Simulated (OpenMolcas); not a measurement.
# What dynamic correlation does to the levels of O

| Property | Result |
| --- | --- |
| Program | OpenMolcas |
| Basis | ANO-RCC-VQZP [5s4p3d2f1g] |
| Scalar Hamiltonian | DKH2, point nucleus |
| Active space | 6 electrons in 9 orbitals (RAS2 2s 2p; RAS3 3d, at most 2 electrons) |
| State averaging | 2S+1 = 3 even, 3 roots; 2S+1 = 1 even, 6 roots |
| Spin-orbit coupling | state interaction with AMFI integrals over the reference wave functions, term energies averaged over their components |

Methods on the same reference wave functions:
A. RASSCF
B. SS-RASPT2, IPEA 0.25 Eh, imaginary shift 0.1 Eh (closed shells correlated: 1s)

Energies in cm⁻¹ above 2s² 2p⁴ ³P₂, the measured ground level; measured values from NIST Handbook of Basic Atomic Spectroscopic Data.

```
      Level      A      B  Measured
2s² 2p⁴ ³P₂    0.0    0.0       0.0
2s² 2p⁴ ³P₁    149    149       158
2s² 2p⁴ ³P₀    222    222       227
2s² 2p⁴ ¹D₂  17204  15670     15868
2s² 2p⁴ ¹S₀  36300  33490     33793
```

Deviations, from unrounded energies. A percentage is the sum of absolute deviations over the sum of measured energies, with the sign that they share, or ± where signs differ.

```json
{"Against measurement": "mean absolute deviation (cm-1)", "Levels": "4", "A": "960", "B": "130"}
{"Against measurement": "fine structure of the ground term (%)", "Levels": "2", "A": "-3.6", "B": "-3.6"}
{"Against measurement": "other terms of the ground configuration (%)", "Levels": "2", "A": "+7.7", "B": "-1.0"}
```

B lies closest to measurement on these levels. The largest miss of B in the table is 2s² 2p⁴ ¹S₀, by -300 cm-1. The ranking rests on the paired levels alone, and a cruder setting can come out closer through cancelling errors.

From A to B the spin-free energies of the other terms of 2s² 2p⁴ shown, above ³P, scale by factors of 0.91 to 0.92.

The lowest spin-free term lies below A's lowest term by 0.117 hartree in B.

CASPT2 does not keep the components of a term degenerate, so their means are used; among the terms shown or strongly mixed into the levels shown the widest spread is 38 cm-1 (2s² 2p⁴ ¹D, B). Active for correlation alone: 3d; no level in the range computed is led by a configuration that fills it, so any true level of that kind is missing. Without dynamic correlation excited terms often stand tens of per cent too high (terms of higher spin than the ground term too low), and those without a measured partner can miss by more than the paired ones (holds for A). Measured partners are found by configuration, term and J. A level has none where our copy of the source lacks it or the pairing is in doubt (some pairs that miss far off the trend of their configuration count as doubtful), and it then counts in no deviation. Only configurations of the active space appear.
